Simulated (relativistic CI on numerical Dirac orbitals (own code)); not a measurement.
Os30+: q coefficients and field-shift factors

Calculated at this level of theory: Dirac-Coulomb-Breit CI, orbitals from a KLI potential per configuration, derivatives by finite differences, unscaled Slater integrals, QED left out (own radial code, finite nucleus).

Configuration list (outside the closed core [Ar] 3d10): 4s²4p⁶4d¹⁰, 4s²4p⁶4d⁹4f, 4s²4p⁵4d¹⁰4f, 4s4p⁶4d¹⁰4f, 4s²4p⁶4d⁹5s, 4s²4p⁶4d⁹5p. Double excitations out of closed p, d and f shells are left out; levels of such configurations are missing from the list, as are those of other unlisted configurations, and high levels can miss mixing partners.

With x = (α/α₀)² − 1 an excitation energy changes as ω = ω₀ + qx; K = 2q/ω₀ is the relative enhancement. Terms are leading LS components, so labels can repeat. The field-shift factor is F = δν/δ⟨r²⟩ for the transition from the lowest level.

Lowest level 4s²4p⁶4d¹⁰ ¹S0.

| Level | ω₀ (cm⁻¹) | q (cm⁻¹) | F (GHz/fm²) |
| --- | --- | --- | --- |
| 4s²4p⁶4d⁹4f ³P°0 | 1612201 | -537.9 | 23.3 |
| 4s²4p⁶4d⁹4f ³P°1 | 1631547 | 7791 | 23.7 |
| 4s²4p⁶4d⁹4f ³P°2 | 1668109 | 16050 | 24.3 |
| 4s²4p⁶4d⁹4f ³H°5 | 1671345 | -674.6 | 23.8 |
| 4s²4p⁶4d⁹4f ³H°6 | 1691900 | 31870 | 25.2 |
| 4s²4p⁶4d⁹4f ³F°3 | 1697152 | 2374 | 23.9 |
| 4s²4p⁶4d⁹4f ¹D°2 | 1703937 | 24690 | 24.8 |
| 4s²4p⁶4d⁹4f ³G°4 | 1704091 | 2306 | 24.1 |
| 4s²4p⁶4d⁹4f ³F°4 | 1732385 | 34260 | 25.2 |
| 4s²4p⁶4d⁹4f ³G°5 | 1747495 | 33340 | 25.7 |
| 4s²4p⁶4d⁹4f ³D°3 | 1755451 | 34240 | 25.7 |
| 4s²4p⁶4d⁹4f ³D°1 | 1765355 | 78460 | 26.6 |
| 4s²4p⁶4d⁹4f ³H°4 | 1817983 | 144800 | 28.5 |
| 4s²4p⁶4d⁹4f ¹D°2 | 1827640 | 156400 | 28.9 |
| 4s²4p⁶4d⁹4f ³D°2 | 1848774 | 169800 | 29.4 |
| 4s²4p⁶4d⁹4f ¹H°5 | 1866179 | 181100 | 30.1 |
| 4s²4p⁶4d⁹4f ³G°3 | 1872905 | 158200 | 29.2 |
| 4s²4p⁶4d⁹4f ¹F°3 | 1894547 | 171700 | 29.9 |
| 4s²4p⁶4d⁹4f ³G°4 | 1896972 | 183500 | 30.3 |
| 4s²4p⁶4d⁹4f ¹P°1 | 2193945 | 100500 | 30.2 |
| 4s²4p⁶4d⁹5s ³D3 | 3166558 | -542400 | 900 |
| 4s²4p⁶4d⁹5s ¹D2 | 3175040 | -540300 | 897 |
| 4s²4p⁵4d¹⁰4f ³D1 | 3308440 | 181800 | 68.3 |

At this charge energies of transitions that change n are usually good to better than 1 %, and those within a shell (Δn = 0) to a few per cent.

(1) Which transition from the lowest level has the largest |K|?

Results:

(1) 4s²4p⁶4d⁹5s ³D3 at 3166558 cm⁻¹, K = -0.343.
